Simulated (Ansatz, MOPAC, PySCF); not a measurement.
Dissociation curve of PH, triplet.

- PM7, unrestricted, heats of formation (MOPAC)
- UKS-M06-2X/6-31G* = unrestricted M06-2X/6-31G*, spherical d in PySCF
- PM6, unrestricted, heats of formation (MOPAC)
- FCI = full CI/def2-TZVP, frozen core (Ansatz, a quantum-chemistry and plane-wave program)

Energies relative to the lowest point of each curve near equilibrium, in mEh; the last columns give the difference from FCI:

```json
[
 {"R / Å": "1.08", "PM7": "105.0", "UKS-M06-2X/6-31G*": "85.8", "PM6": "108.1", "FCI": "83.7", "PM7 − FCI": "21.3", "UKS-M06-2X/6-31G* − FCI": "2.1", "PM6 − FCI": "24.4"},
 {"R / Å": "1.14", "PM7": "75.0", "UKS-M06-2X/6-31G*": "52.1", "PM6": "70.9", "FCI": "51.0", "PM7 − FCI": "24.0", "UKS-M06-2X/6-31G* − FCI": "1.1", "PM6 − FCI": "19.9"},
 {"R / Å": "1.22", "PM7": "44.5", "UKS-M06-2X/6-31G*": "23.1", "PM6": "35.8", "FCI": "22.9", "PM7 − FCI": "21.5", "UKS-M06-2X/6-31G* − FCI": "0.2", "PM6 − FCI": "12.9"},
 {"R / Å": "1.26", "PM7": "32.8", "UKS-M06-2X/6-31G*": "13.9", "PM6": "23.4", "FCI": "13.9", "PM7 − FCI": "18.9", "UKS-M06-2X/6-31G* − FCI": "0.0", "PM6 − FCI": "9.5"},
 {"R / Å": "1.32", "PM7": "19.1", "UKS-M06-2X/6-31G*": "5.0", "PM6": "10.3", "FCI": "5.2", "PM7 − FCI": "13.9", "UKS-M06-2X/6-31G* − FCI": "-0.2", "PM6 − FCI": "5.1"},
 {"R / Å": "1.37", "PM7": "10.9", "UKS-M06-2X/6-31G*": "1.2", "PM6": "3.7", "FCI": "1.4", "PM7 − FCI": "9.5", "UKS-M06-2X/6-31G* − FCI": "-0.2", "PM6 − FCI": "2.4"},
 {"R / Å": "1.43", "PM7": "4.3", "UKS-M06-2X/6-31G*": "0.0", "PM6": "0.2", "FCI": "0.0", "PM7 − FCI": "4.3", "UKS-M06-2X/6-31G* − FCI": "0.0", "PM6 − FCI": "0.2"},
 {"R / Å": "1.47", "PM7": "1.7", "UKS-M06-2X/6-31G*": "0.8", "PM6": "0.0", "FCI": "0.6", "PM7 − FCI": "1.1", "UKS-M06-2X/6-31G* − FCI": "0.2", "PM6 − FCI": "-0.6"},
 {"R / Å": "1.52", "PM7": "0.1", "UKS-M06-2X/6-31G*": "3.1", "PM6": "1.9", "FCI": "2.6", "PM7 − FCI": "-2.5", "UKS-M06-2X/6-31G* − FCI": "0.4", "PM6 − FCI": "-0.8"},
 {"R / Å": "1.55", "PM7": "0.0", "UKS-M06-2X/6-31G*": "5.1", "PM6": "3.9", "FCI": "4.4", "PM7 − FCI": "-4.4", "UKS-M06-2X/6-31G* − FCI": "0.6", "PM6 − FCI": "-0.5"},
 {"R / Å": "1.67", "PM7": "4.6", "UKS-M06-2X/6-31G*": "16.1", "PM6": "17.5", "FCI": "14.6", "PM7 − FCI": "-9.9", "UKS-M06-2X/6-31G* − FCI": "1.5", "PM6 − FCI": "2.9"},
 {"R / Å": "1.74", "PM7": "10.2", "UKS-M06-2X/6-31G*": "23.9", "PM6": "28.1", "FCI": "21.8", "PM7 − FCI": "-11.6", "UKS-M06-2X/6-31G* − FCI": "2.1", "PM6 − FCI": "6.3"},
 {"R / Å": "1.91", "PM7": "29.2", "UKS-M06-2X/6-31G*": "44.7", "PM6": "57.2", "FCI": "40.7", "PM7 − FCI": "-11.5", "UKS-M06-2X/6-31G* − FCI": "4.0", "PM6 − FCI": "16.5"},
 {"R / Å": "2.15", "PM7": "59.1", "UKS-M06-2X/6-31G*": "72.8", "PM6": "89.3", "FCI": "65.5", "PM7 − FCI": "-6.4", "UKS-M06-2X/6-31G* − FCI": "7.3", "PM6 − FCI": "23.8"},
 {"R / Å": "2.36", "PM7": "79.4", "UKS-M06-2X/6-31G*": "91.0", "PM6": "102.7", "FCI": "82.4", "PM7 − FCI": "-3.0", "UKS-M06-2X/6-31G* − FCI": "8.6", "PM6 − FCI": "20.3"},
 {"R / Å": "2.58", "PM7": "92.4", "UKS-M06-2X/6-31G*": "102.7", "PM6": "—", "FCI": "94.4", "PM7 − FCI": "-2.0", "UKS-M06-2X/6-31G* − FCI": "8.2", "PM6 − FCI": "—"},
 {"R / Å": "2.85", "PM7": "100.0", "UKS-M06-2X/6-31G*": "110.1", "PM6": "—", "FCI": "102.9", "PM7 − FCI": "-2.8", "UKS-M06-2X/6-31G* − FCI": "7.3", "PM6 − FCI": "—"},
 {"R / Å": "3.10", "PM7": "102.5", "UKS-M06-2X/6-31G*": "113.4", "PM6": "—", "FCI": "106.5", "PM7 − FCI": "-3.9", "UKS-M06-2X/6-31G* − FCI": "7.0", "PM6 − FCI": "—"},
 {"R / Å": "3.51", "PM7": "103.2", "UKS-M06-2X/6-31G*": "115.9", "PM6": "—", "FCI": "108.7", "PM7 − FCI": "-5.5", "UKS-M06-2X/6-31G* − FCI": "7.2", "PM6 − FCI": "—"},
 {"R / Å": "3.91", "PM7": "103.2", "UKS-M06-2X/6-31G*": "117.0", "PM6": "—", "FCI": "109.4", "PM7 − FCI": "-6.2", "UKS-M06-2X/6-31G* − FCI": "7.6", "PM6 − FCI": "—"},
 {"R / Å": "4.29", "PM7": "—", "UKS-M06-2X/6-31G*": "117.3", "PM6": "—", "FCI": "109.6", "PM7 − FCI": "—", "UKS-M06-2X/6-31G* − FCI": "7.7", "PM6 − FCI": "—"},
 {"R / Å": "5.05", "PM7": "—", "UKS-M06-2X/6-31G*": "117.4", "PM6": "—", "FCI": "109.7", "PM7 − FCI": "—", "UKS-M06-2X/6-31G* − FCI": "7.7", "PM6 − FCI": "—"},
 {"R / Å": "5.61", "PM7": "—", "UKS-M06-2X/6-31G*": "117.4", "PM6": "—", "FCI": "109.7", "PM7 − FCI": "—", "UKS-M06-2X/6-31G* − FCI": "7.7", "PM6 − FCI": "—"}
]
```

PM7 is furthest from FCI at 1.14 (24.0 mEh, above); its mean absolute difference over the points is 9.2 mEh.

UKS-M06-2X/6-31G* is furthest from FCI at 2.36 (8.6 mEh, above); its mean absolute difference over the points is 3.9 mEh.

PM6 is furthest from FCI at 1.08 (24.4 mEh, above); its mean absolute difference over the points is 9.7 mEh.

Dashes: no converged value, or the column stops at the first point that the program doubted or that broke a chosen test of continuity, which isn't proof of a fault.

The unrestricted determinant behind UKS-M06-2X/6-31G* is spin-contaminated at 2.15 to 5.61 Å (<S²> up to 3.0, against 2.00 for a pure triplet).
